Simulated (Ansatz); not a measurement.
Cost and result up the ladder for (LiSH)4 ring (Li4H4S4) (12 atoms). Total charge 0; singlet. Geometry: r2SCAN-D4/def2-SVP.

```
atom   x (Å)   y (Å)   z (Å)
 Li1   1.947   1.294  -1.261
 Li2  -1.472   0.057  -2.210
 Li3  -1.948  -1.288   1.262
 Li4   1.469  -0.052   2.210
  S5   0.346   1.289  -2.926
  S6  -2.861  -1.199  -0.858
  S7  -0.471  -1.012   3.016
  S8   2.989   0.918   0.766
  H9   0.905   0.383  -3.759
 H10  -3.826  -0.279  -0.635
 H11  -0.045  -2.289   3.145
 H12   2.967   2.180   1.251
```

Ansatz on 4 threads of Arm Neoverse V1 on a shared host. Times are rough, and most runs start from the orbitals of an earlier one. PBE0-D4/def2-TZVP serves as the yardstick here, not as an exact answer. Differences are given only for rows in sets of like size (and for xTB, whose basis is part of the method), since another set adds its own error. Binding counts from free atoms at the same level (Li doublet, S triplet, H doublet; other spins of the atoms weren't run), without zero-point energy or a counterpoise term.

B3LYP takes the VWN-RPA correlation. HSE06 is defined as in plane-wave codes, on full-range PBE exchange. Correlated methods freeze 20 core orbitals; core or outer-core shells of Li are correlated, in sets that lack core-valence functions. The rows differ in basis, and correlated rows in double-zeta sets carry the largest basis error. Another isomer (singlet) lies 0.09 eV lower at PBE0-D4/def2-TZVP; other spin states weren't run for this one.

Correlated methods converge slowly with the basis, most of all in double-zeta sets.

```
                         level  functions  wall time  binding energy per atom (eV)  difference from PBE0-D4/def2-TZVP (eV)
                     HF/STO-3G         60     0.25 s                          2.83                                       –
               PBE-D4/def2-SVP        128      1.8 s                          2.93                                       –
              PBE0-D4/def2-SVP        128      2.2 s                          2.89                                       –
                 MP2/def2-TZVP        228        3 s                          2.75                                   -0.10
PBE-D4/def2-TZVP (with forces)        228      3.1 s                          2.88                                    0.03
            HSE06-D4/def2-TZVP        228      4.2 s                          2.85                                    0.00
            B3LYP-D4/def2-TZVP        228      4.6 s                          2.88                                    0.03
             PBE0-D4/def2-TZVP        228      4.9 s                          2.85                                    0.00
           r2SCAN-D4/def2-TZVP        228        6 s                          2.88                                    0.03
              CCSD(T)/def2-SVP        128       13 s                          2.68                                       –
              B97M-V/def2-TZVP        228       15 s                          2.94                                    0.09
```
